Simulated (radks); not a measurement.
The magnesium ion Mg2+ inside a hard spherical wall (all orbitals vanish at R), configuration held at [Ne] and not refilled when levels cross. Method: scalar-relativistic Kohn-Sham, PBE, spin-polarised, spherical densities, point nucleus; computed with a radial shooting solver on a logarithmic mesh with Libxc functionals. Eigenvalues in eV for spin up, with the zero of energy where the potential of the charges vanishes at infinity; a dash marks a level that is unbound or too diffuse for the functional's potential to be trusted. A positive occupied level is held by the wall or, in an anion where self-interaction has pushed it up, behind a barrier. The pressure on the wall is -dE/dV.

| R (bohr) | E (hartree) | kinetic (hartree) | e(1s) | e(2s) | e(2p) | e(3s, empty) | e(3p, empty) | pressure (GPa) |
|---|---|---|---|---|---|---|---|---|
| free | -199.43515 | 199.692 | -1280.2 | -99.968 | -66.705 | - | - | 0 |
| 20 | -199.43515 | 199.692 | -1280.2 | -99.968 | -66.705 | - | - | < 0.0001 |
| 12 | -199.43515 | 199.692 | -1280.2 | -99.968 | -66.705 | - | - | < 0.0001 |
| 10 | -199.43515 | 199.692 | -1280.2 | -99.968 | -66.705 | - | - | < 0.0001 |
| 8 | -199.43515 | 199.692 | -1280.2 | -99.968 | -66.705 | - | - | < 0.0001 |
| 7 | -199.43515 | 199.692 | -1280.2 | -99.968 | -66.705 | - | - | < 0.0001 |
| 6 | -199.43515 | 199.692 | -1280.2 | -99.968 | -66.705 | -18.210 | -12.551 | < 0.0001 |
| 3.5 | -199.43435 | 199.702 | -1280.2 | -99.936 | -66.669 | -13.599 | -5.653 | 0.605 |
| 2 | -199.16331 | 201.501 | -1273.7 | -95.781 | -61.892 | 38.301 | 48.205 | 611 |
| 1.5 | -197.55015 | 208.896 | -1252.5 | -80.663 | -45.359 | 138.05 | 138.07 | 7710 |
